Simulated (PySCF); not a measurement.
Molecule: SMILES B(OC)F, CH₄BFO.

Geometry:
| atom | x (Å) | y (Å) | z (Å) |
| --- | --- | --- | --- |
| C1 | -1.230 | -0.174 | 0.158 |
| O2 | -0.243 | 0.822 | 0.303 |
| B3 | 1.060 | 0.602 | 0.092 |
| F4 | 1.493 | -0.599 | -0.286 |
| H5 | -0.830 | -1.088 | -0.305 |
| H6 | -1.643 | -0.426 | 1.147 |
| H7 | -2.044 | 0.222 | -0.466 |
| H8 | 1.847 | 1.500 | 0.242 |

Geometry PBE0-D3(BJ)/def2-SVP throughout; GIAO in PySCF 2.14.0 with density-fitted response routines, gas phase, one conformer, non-relativistic; equivalent atoms averaged; functional PBE0.

Q: How do the shifts δ (against TMS, H2O, BF3·OEt2, CFCl3 at the same level) depend on the basis set? (ppm; last column core-seconds on shared hosts with different chips, so compare them loosely)

A: 
```tsv
basis set	functions	C1	O2	B3	F4	H8	H5/H6/H7	core-s
STO-3G	24	47.6	54.4	18.8	0.2	4.06	2.65	1.1
6-31G	44	47.2	102.6	19.5	-81.4	4.97	4.02	2.2
pcSseg-0	44	53.2	121.4	23.7	-73.4	5.36	4.19	2.3
6-31G*	64	47.9	94.0	20.4	-75.1	4.32	3.70	2.8
def2-SVP	76	47.0	115.1	21.6	-61.2	3.94	3.59	3
cc-pVDZ	76	47.6	119.1	22.0	-70.3	4.00	3.71	3.6
pcSseg-1	88	50.4	122.9	23.2	-81.8	4.14	3.81	4.6
aug-cc-pVDZ	128	47.3	110.4	20.4	-81.2	4.44	3.82	6.5
6-311+G(2d,p)	132	48.9	113.7	22.2	-91.9	4.38	3.69	5.8
def2-TZVP	148	49.6	119.7	22.0	-84.5	4.41	3.66	7
cc-pVTZ	176	49.3	119.9	21.6	-82.9	4.25	3.68	9.7
IGLO-III	180	50.6	116.8	23.2	-87.9	4.38	3.71	9.4
pcSseg-2	200	51.4	117.5	23.0	-86.6	4.24	3.70	15
```

Q: Which nucleus moves most, in ppm?

A: F4 (fluorine bonded to B): from -91.9 ppm with 6-311+G(2d,p) to 0.2 ppm with STO-3G. The smallest spread is 1.41 ppm, at H8. Proton shifts span only some 12 ppm, so a few tenths of a ppm matter as much there as several ppm in carbon.

Q: Taking the largest basis, pcSseg-2 (200 functions), as the yardstick, rank the others by their worst heavy-atom deviation.

A: IGLO-III 1.3 ppm (180 functions), def2-TZVP 2.2 ppm (148 functions), cc-pVTZ 3.7 ppm (176 functions), 6-311+G(2d,p) 5.3 ppm (132 functions), pcSseg-1 5.4 ppm (88 functions), aug-cc-pVDZ 7.1 ppm (128 functions), pcSseg-0 13.2 ppm (44 functions), 6-31G 14.9 ppm (44 functions), cc-pVDZ 16.3 ppm (76 functions), 6-31G* 23.5 ppm (64 functions), def2-SVP 25.4 ppm (76 functions), STO-3G 86.8 ppm (24 functions).

A small basis that lands close on one nucleus may do so by chance; judge by the trend and by all nuclei.
